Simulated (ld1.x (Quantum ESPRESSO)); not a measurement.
Reading a pseudo-wave (Si)

Columns: radius, all-electron u(r) and pseudo u(r) of the 3s shell (level -11.01 eV) of silicon in the configuration [Ne] 3s1.75 3p2.25; PBE, scalar-relativistic, TM scheme, ld1.x (Quantum ESPRESSO) 7.5.

| r (bohr) | all-electron | pseudo |
| --- | --- | --- |
| 0.088 | 0.1467 | 0.0217 |
| 0.175 | -0.0693 | 0.0438 |
| 0.262 | -0.2531 | 0.0675 |
| 0.350 | -0.3346 | 0.0936 |
| 0.438 | -0.3245 | 0.1229 |
| 0.525 | -0.2538 | 0.1557 |
| 0.612 | -0.1488 | 0.1931 |
| 0.700 | -0.0271 | 0.2362 |
| 0.788 | 0.0972 | 0.2848 |
| 0.875 | 0.2144 | 0.3380 |
| 0.962 | 0.3215 | 0.3953 |
| 1.050 | 0.4168 | 0.4556 |
| 1.138 | 0.4983 | 0.5157 |
| 1.225 | 0.5655 | 0.5719 |
| 1.312 | 0.6203 | 0.6220 |
| 1.400 | 0.6640 | 0.6642 |
| 1.487 | 0.6964 | 0.6964 |
| 1.575 | 0.7193 | 0.7193 |
| 1.662 | 0.7331 | 0.7331 |
| 1.750 | 0.7393 | 0.7393 |
| 1.838 | 0.7387 | 0.7387 |
| 1.925 | 0.7324 | 0.7324 |
| 2.012 | 0.7215 | 0.7215 |
| 2.100 | 0.7064 | 0.7064 |
| 2.188 | 0.6881 | 0.6881 |
| 2.275 | 0.6676 | 0.6676 |

**Question.** How many radial nodes do the two functions have?

**Answer.** The all-electron 3s function has n − l − 1 = 2; the pseudo-wave has 0, since the states of the same l below it are removed with the core.

**Question.** At about which radius was the pseudo-wave matched?

**Answer.** 1.60 bohr. The columns agree to 0.0005 from 1.40 bohr on; several derivatives are matched, so the curves merge somewhat inside the radius.

**Question.** Where does each function peak?

**Answer.** Outermost all-electron maximum near 1.75 bohr, pseudo maximum near 1.75 bohr (to the table’s step).

**Question.** Is the pseudo-wave norm-conserving?

**Answer.** Yes: the TM scheme keeps the norm inside the radius equal to the all-electron one, which fixes the energy derivative of the logarithmic derivative at the level.
